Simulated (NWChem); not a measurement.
System: C$_{2}$HCl$_{2}$, doublet; SMILES [C](Cl)=CCl

All runs: NWChem. Spin-unrestricted. In the optimisation the excess spin sits in a' (Cs, its own frame). The geometry was optimised at PBE-D3(BJ)/def2-SVP, spin-unrestricted. No stability test was run on the SCF state. Level MN15/def2-SVP: energy and gradient on several grids; changes count from the extra-fine grid, which is no exact limit either.

```
grid     size of the energy change (μHa)  largest change of a gradient component (μHa/bohr)  time, medium = 1 (rough)
-------  -------------------------------  -------------------------------------------------  ------------------------
xcoarse                             3000                                               2000                   about 1
coarse                                80                                                300                   about 1
medium                              < 10                                                 40                   about 1
fine                                < 10                                               < 30                   about 1
xfine                               < 10                                               < 30                         2
```
